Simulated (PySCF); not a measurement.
# Assignment exercise: C3H14OSi3

Cartesian coordinates in Å; atom numbers follow the order of the lines, from 1:
```xyz
21

C     2.918   -0.354   -0.403
C     1.497   -0.704    0.012
O     0.671    0.389   -0.291
C    -0.740    0.264    0.029
Si   -1.282    1.994   -0.595
Si   -1.020    0.072    1.915
Si   -1.567   -1.142   -0.974
H     3.587   -1.181   -0.183
H     3.250    0.531    0.134
H     2.948   -0.141   -1.469
H     1.460   -0.925    1.091
H     1.155   -1.603   -0.526
H    -0.951    2.101   -2.015
H    -0.540    3.011    0.149
H    -2.723    2.177   -0.398
H    -0.738   -1.298    2.364
H    -2.425    0.357    2.197
H    -0.142    0.991    2.640
H    -1.089   -1.110   -2.357
H    -1.262   -2.462   -0.404
H    -3.015   -0.950   -0.916
```

[PySCF 2.14.0 with density-fitted response routines: shieldings: GIAO PBE0/pcSseg-1; geometry: GFN2-xTB; no relativistic terms; one averaged value for each set of equivalent atoms; a single conformation; isolated molecule]

Shifts are taken against calculated references (same method and geometry level): 13C (σ = 186.93 ppm), 1H (σ = 31.72 ppm) against TMS.

Problem. Assign these signals to the numbered atoms. 13C{1H} NMR (computed): δ 70.1 (CH2), 54.1 (C), 18.7 (CH3).

Solution. 
70.1 → C2, sp3 CH2 bonded to O: deshielded by the electronegative neighbour
54.1 → C4, fully substituted sp3 carbon bonded to O and 3 Si: deshielded by the electronegative neighbour
18.7 → C1, methyl carbon: a saturated carbon with 1 carbon neighbour and no heteroatom attached

Problem. Assign these signals to the numbered atoms. 1H NMR (600 MHz, computed): δ 4.15 (s, 9H), 3.68 (q, 2H), 1.31 (t, 3H).

Solution. 
| δ (ppm) | atoms | environment | reason |
| --- | --- | --- | --- |
| 4.15 | H13/H14/H15/H16/H17/H18/H19/H20/H21 | hydrogen on a silicon bonded to C | – |
| 3.68 | H11/H12 | hydrogen on an sp3 CH2 bonded to O | its carbon carries O, an electronegative neighbour |
| 1.31 | H8/H9/H10 | hydrogen on a methyl carbon | – |

Shifts are as computed. Against solution values, carbons near 30 ppm lie about +3 ppm off and those near 130 ppm about +5 ppm. Of 1211 compounds with measured shifts, 218 miss one by over three times the rms of a fit or turn the order of signals round; such compounds aren't used in these exercises. No couplings were computed; multiplicities are counted from neighbouring protons, with m where these are inequivalent, close in shift, in a saturated or five-membered ring or joined by F or P, and br s for small geminal =CH2 splittings.
